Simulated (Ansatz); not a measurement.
The first iterations of a band of ClH + F3HSi (7 atoms, charge 0, multiplicity 1).

Computed with Ansatz, RKS B3LYP-D4/def2-SVP.

```yaml
movable_images: 5
climbing_image: yes
spring: 5.0 eV/Å²
optimiser: quadratic models (default)
start_path: through a guess of the saddle point
force_threshold: 0.05 eV/Å
iteration_limit: 60
end_points: relaxed
```

Image 0:

```xyz
7
Properties=species:S:1:pos:R:3
Si 0.374 0.000 -0.180
H 0.464 0.000 1.280
F 1.849 0.000 -0.813
F -0.377 1.302 -0.733
F -0.377 -1.302 -0.733
Cl -2.759 0.000 1.395
H -2.431 0.000 2.644
```

Image 6:

```xyz
7
Properties=species:S:1:pos:R:3
Si -0.422 0.000 -0.725
H -0.266 0.000 2.830
F 0.611 0.000 0.495
F -0.145 1.295 -1.615
F -0.145 -1.295 -1.614
Cl -2.321 0.000 -0.040
H -0.570 0.000 3.528
```

| iteration | highest image above the first end (eV) | largest band force component (eV/Å) |
| --- | --- | --- |
| 1 | 3.962 | 19.850 |
| 2 | 2.599 | 9.275 |
| 3 | 1.841 | 2.463 |
| 4 | 1.376 | 1.360 |
| 5 | 1.232 | 3.020 |

Q: Does the band converge within its limit, and where does its top end?

A: It converged. It ended after 17 iterations with the highest image 1.778 eV above the first end. Neighbouring images differ by up to 1.5 eV, so the band resolves the path poorly. A vibrational analysis at the climbing image gives one clearly imaginary mode, 993i cm⁻¹: a first-order saddle point. The orbitals stay closed-shell, which can raise the energy where a bond breaks towards radicals; this wasn't checked here.

Run time: 87 s on 2 threads of Intel(R) Xeon(R) 6975P-C (Granite Rapids), on a shared host, peak memory 0.2 GiB.
